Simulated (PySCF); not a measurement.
Two species compared at the same levels of theory.

First species: C7H10NP.
Atom-mapped SMILES: `[CH3:1][c:2]1[cH:3][nH:4][c:5]([CH:6]2[CH2:7][CH2:8]2)[p:9]1` (hydrogens: H10, H11, H12 on C1; H13 on C3; H14 on N4; H15 on C6; H16, H17 on C7; H18, H19 on C8)

Cartesian coordinates in Å at the GFN2-xTB level; atoms count from 1:
```xyz
19
C7H10NP angstrom
C      3.187    1.256    0.444
C      1.915    0.564    0.071
C      1.809   -0.403   -0.884
N      0.542   -0.874   -1.030
C     -0.367   -0.298   -0.207
C     -1.774   -0.712   -0.264
C     -2.586   -0.739    1.004
C     -2.855    0.309   -0.022
P      0.345    0.898    0.824
H      3.891    0.554    0.891
H      3.660    1.693   -0.435
H      2.988    2.048    1.162
H      2.597   -0.800   -1.501
H      0.296   -1.593   -1.693
H     -1.980   -1.484   -1.000
H     -2.080   -0.437    1.910
H     -3.304   -1.533    1.138
H     -3.761    0.244   -0.606
H     -2.531    1.316    0.191
```

Second species: C₅H₃FOS.
Structure used (GFN2-xTB), in Å, numbered top down from 1:
```xyz
11
C5H3FOS angstrom
O      2.7882    1.2058    0.5722
C      2.0976    0.3013    0.2405
F      2.6796   -0.8984   -0.0926
C      0.6658    0.2261    0.1151
C     -0.1081   -0.8443   -0.2739
C     -1.4754   -0.5414   -0.2762
C     -1.7244    0.7457    0.1079
S     -0.3035    1.6167    0.4808
H      0.3075   -1.7987   -0.5425
H     -2.2444   -1.2404   -0.5491
H     -2.6775    1.2302    0.1918
```

Levels: PBE0/pcSseg-1 for dipole moment, HOMO energy, LUMO energy and HOMO–LUMO gap; GFN2-xTB for rotational constant A and rotational constant C. Geometries: GFN2-xTB. Each structure is a single optimised conformer of the isolated species, non-relativistic unless stated. Electronic properties by PySCF.

The conformers computed, where there is a choice (atom-mapped SMILES and torsion angles):
- `[CH3:1][c:2]1[cH:3][nH:4][c:5]([CH:6]2[CH2:7][CH2:8]2)[p:9]1`: N4–C5–C6–C7 145°
- `[O:1]=[C:2]([F:3])[c:4]1[cH:5][cH:6][cH:7][s:8]1`: O1–C2–C4–C5 180°

```csv
property,column X,column Y
dipole moment,4.49 D,3.31 D
HOMO energy,-7.83 eV,-5.77 eV
LUMO energy,-2.22 eV,0.05 eV
HOMO–LUMO gap,5.61 eV,5.82 eV
rotational constant A,3.689 GHz,3.567 GHz
rotational constant C,1.020 GHz,0.768 GHz
```

Question: Which column belongs to which species?

Answer: Column X is the second species and column Y the first. The first has 19 atoms and 74 electrons, the second 11 and 66.

Question: How does each property change from the first species to the second?

Answer: dipole moment +1.18 D; HOMO energy -2.06 eV; LUMO energy -2.27 eV; HOMO–LUMO gap -0.21 eV; rotational constant A +0.122 GHz; rotational constant C +0.252 GHz.

On the first: The dipole equals about 11.0 × 10⁻³⁰ C·m (1 D = 3.33564 × 10⁻³⁰ C·m). GFN2-xTB frequencies show an imaginary mode (46i cm⁻¹), so this geometry is no minimum at that level.

On the second: In atomic units the dipole is 1.77 e·bohr (1 au = 2.5417 D).
